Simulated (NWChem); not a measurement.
# C$_{5}$H$_{7}$O, doublet; SMILES C1(CC[CH]C1)=O

```xyz
13

O     -0.0517     2.1030     0.0596
C     -0.0056     0.8953    -0.0061
C      1.2802     0.0536    -0.0347
C      0.8048    -1.3585    -0.0090
C     -0.6924    -1.4761     0.0798
C     -1.2242    -0.0355    -0.0851
H      1.9232     0.3371     0.8154
H      1.8642     0.3178    -0.9332
H      1.4670    -2.2166     0.0187
H     -1.0036    -1.9033     1.0477
H     -1.0988    -2.1579    -0.6815
H     -1.6975     0.1199    -1.0630
H     -1.9620     0.2593     0.6677
```
Atoms are numbered in this order, from 1.

All runs: NWChem. Spin-unrestricted. All runs use the structure optimised with B3LYP/6-31G* (spherical d), spin-unrestricted. No stability test was run on the SCF state. Level: M06-2X/def2-SVP with COSMO at NWChem's default radii, gas-phase geometry; rows give the dielectric constant. Reactions with the solvent are ignored.

```json
[
 {"dielectric constant": "2.0", "electrostatic solvation energy (kcal/mol)": "-2.4", "dipole in solution (D)": "3.10"},
 {"dielectric constant": "3.9", "electrostatic solvation energy (kcal/mol)": "-3.8", "dipole in solution (D)": "3.31"},
 {"dielectric constant": "11.7", "electrostatic solvation energy (kcal/mol)": "-4.8", "dipole in solution (D)": "3.47"},
 {"dielectric constant": "25.0", "electrostatic solvation energy (kcal/mol)": "-5.1", "dipole in solution (D)": "3.52"},
 {"dielectric constant": "37.5", "electrostatic solvation energy (kcal/mol)": "-5.1", "dipole in solution (D)": "3.53"}
]
```
